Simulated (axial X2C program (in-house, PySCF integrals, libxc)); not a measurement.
## Worked dissociation energy of LiPd⁺: CCSD(T), without spin–orbit coupling

All values were computed with an in-house relativistic program for diatomic molecules. Spin-free means the one-electron spin-free X2C Hamiltonian. Basis: Pd dyall-cv3z [12s12p8d5f3g], Li dyall-cv3z [7s8p2d] (cores contracted in-house); Gaussian nuclei, density fitting, unrestricted open shells. Masses: Pd 105.903 u, Li 7.016 u.

Molecular state: M_S = 0, Λ = 0 (closed shell).

Correlated methods: 10 electrons correlated (number of frozen shells: Pd 4 s, 3 p, 1 d; Li 1 s), 264 virtual spin orbitals or spinors in MP2, 88 natural virtuals in coupled cluster.

| Item | Value |
| --- | --- |
| E(Pd) (2M_S = 0, M_L = 0) | -5043.170960 hartree |
| E(Li+) (2M_S = 0, M_L = 0) | -7.237072 hartree |
| E(LiPd⁺) at Re | -5050.433652 hartree |
| ωe | 285.8 cm⁻¹ |
| ωexe | 3.12 cm⁻¹ |

Q: Work out De and D0.

A: De = -5043.170960 + (-7.237072) − (-5050.433652) = 0.02562 hartree = 0.697 eV. The zero-point energy is ωe/2 − ωexe/4 = 142 cm⁻¹ = 0.018 eV, so D0 = 0.680 eV.

The state is one determinant whose occupation by symmetry is held fixed; it was picked as the lowest of a PBE0 search that is not exhaustive. De is counted from the lowest determinant-based energies of the atoms at the same level, without counterpoise correction. CCSD and (T) use frozen natural virtuals with an MP2 correction for the truncation; (T) itself is uncorrected, so its De runs slightly low.

Each atomic determinant is the lowest at this level and need not be a pure term. Totals compare only within one Hamiltonian and basis.
